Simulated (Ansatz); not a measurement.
Relaxation of AlBF2H4O2 (10 atoms, charge 0, multiplicity 1), to a largest force component of 0.03 eV/Å in at most 50 steps.

Level of theory: RKS PBE-D4/def2-SVP in Ansatz.

```xyz
10
Properties=species:S:1:pos:R:3:forces:R:3
B 0.223 0.519 -0.248 0.94 1.46 -0.17
F -0.488 0.486 2.205 0.42 0.17 2.51
F 1.067 -0.282 -0.927 -0.18 0.10 -0.04
O -1.094 0.051 -0.065 0.05 0.29 -0.02
H -1.241 -0.840 -0.421 -0.07 -0.29 -0.03
O 0.563 1.706 0.318 -0.02 -1.19 -0.99
Al 0.776 2.001 2.066 -0.08 0.05 -0.02
H 2.112 1.398 2.703 -0.04 0.03 0.01
H -0.016 3.274 2.621 0.06 -0.04 -0.02
H -0.903 0.371 1.341 -1.08 -0.58 -1.22
```

Q: Where does it end, and by what steps?

A: It converged. The force dipped under the threshold on the way, but the program's further checks kept it going. After 12 steps the energy has fallen by 0.575 eV; F3 moved furthest, 0.97 Å.

```json
{"step": "0", "energy less start (eV)": "0.0000", "largest force component (eV/Å)": "2.507", "accepted": "yes"}
{"step": "1", "energy less start (eV)": "-0.2797", "largest force component (eV/Å)": "0.699", "accepted": "yes"}
{"step": "2", "energy less start (eV)": "-0.3624", "largest force component (eV/Å)": "0.867", "accepted": "yes"}
{"step": "3", "energy less start (eV)": "-0.4247", "largest force component (eV/Å)": "0.556", "accepted": "yes"}
{"step": "4", "energy less start (eV)": "-0.5199", "largest force component (eV/Å)": "0.216", "accepted": "yes"}
{"step": "5", "energy less start (eV)": "-0.5509", "largest force component (eV/Å)": "0.206", "accepted": "yes"}
{"step": "6", "energy less start (eV)": "-0.5585", "largest force component (eV/Å)": "0.746", "accepted": "yes"}
{"step": "7", "energy less start (eV)": "-0.5684", "largest force component (eV/Å)": "0.222", "accepted": "yes"}
{"step": "8", "energy less start (eV)": "-0.5682", "largest force component (eV/Å)": "0.237", "accepted": "no"}
{"step": "9", "energy less start (eV)": "-0.5733", "largest force component (eV/Å)": "0.078", "accepted": "yes"}
{"step": "10", "energy less start (eV)": "-0.5748", "largest force component (eV/Å)": "0.027", "accepted": "yes"}
{"step": "11", "energy less start (eV)": "-0.5729", "largest force component (eV/Å)": "0.257", "accepted": "no"}
{"step": "12", "energy less start (eV)": "-0.5749", "largest force component (eV/Å)": "0.027", "accepted": "yes"}
```

```xyz
10
Properties=species:S:1:pos:R:3
B 0.350 0.541 -0.357
F -0.743 0.700 2.390
F 0.622 0.220 -1.630
O -0.752 -0.186 0.221
H -1.203 -0.866 -0.311
O 0.967 1.422 0.396
Al 0.717 1.923 2.126
H 1.879 1.374 3.071
H 0.056 3.371 2.232
H -0.892 0.185 1.453
```

Whether the end is a true minimum wasn't checked by a vibrational analysis.

The run took 14 s on 4 threads of Arm Neoverse V2 (shared host), peak memory 0.16 GiB.
